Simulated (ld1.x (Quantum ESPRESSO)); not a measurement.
## Cd (Z = 48), RRKJ: configuration errors across variants

- Element: Cd
- Generator: ld1.x (Quantum ESPRESSO) 7.5
- Type: norm-conserving RRKJ (Kleinman–Bylander form)
- Functional: revPBE
- Relativity: scalar-relativistic
- Frozen core: [Kr] 4d10
- Valence charge: 2
- Reference configuration: 5s2 5p0
- Partial waves: 5p (bound, empty): rc 3.60 bohr; 5d channel at 0.15 Ry: rc 3.05 bohr; 5s (bound): rc 1.65 bohr
- Local potential: the s channel
- Core correction: none

All-electron excitation energies from the reference (eV): (1) 5s1 5p0 9.147; (2) 5s1.5 5p0 3.655; (3) 5s1 5p1 4.638; (4) 5s0 5p1 14.898; (5) 5s0 5p2 9.612.

A true bound ghost makes a file unfit for plane-wave use even where its test errors are small: the radial tests pick states by their node count and pass the ghost by.

Errors AE − PS in meV (a dash: test not solved or not reliable):

| change | (1) | (2) | (3) | (4) | (5) | bound ghosts |
| --- | --- | --- | --- | --- | --- | --- |
| base | +19 | +0.3 | +29 | +144 | +206 | d |
| wave 5p (bound): rc 3.60 bohr becomes 5p (bound): rc 3.04 bohr | +19 | +0.3 | +26 | +130 | +191 | d |
| wave 5p (bound): rc 3.60 bohr becomes 5p (bound): rc 3.50 bohr | +19 | +0.3 | +29 | +141 | +203 | d |
| wave 5p (bound): rc 3.60 bohr becomes 5p (bound): rc 3.72 bohr | +19 | +0.3 | +30 | +147 | +210 | d |
| wave 5p (bound): rc 3.60 bohr becomes 5p (bound): rc 4.32 bohr | +19 | +0.3 | +36 | +169 | +238 | d |
| wave 5p (bound): rc 3.60 bohr becomes 5p (bound): rc 4.96 bohr | +19 | +0.3 | +40 | +186 | +258 | p, d |
| wave 5p (bound): rc 3.60 bohr becomes 5p (bound): rc 5.34 bohr | +19 | +0.3 | +40 | +186 | +259 | p, d |

(1) Give the same row for: wave 5p (bound): rc 3.60 bohr becomes 5p (bound): rc 2.38 bohr.

Answers

(1) +19, +0.3, +28, +135, +196; bound ghosts: d.
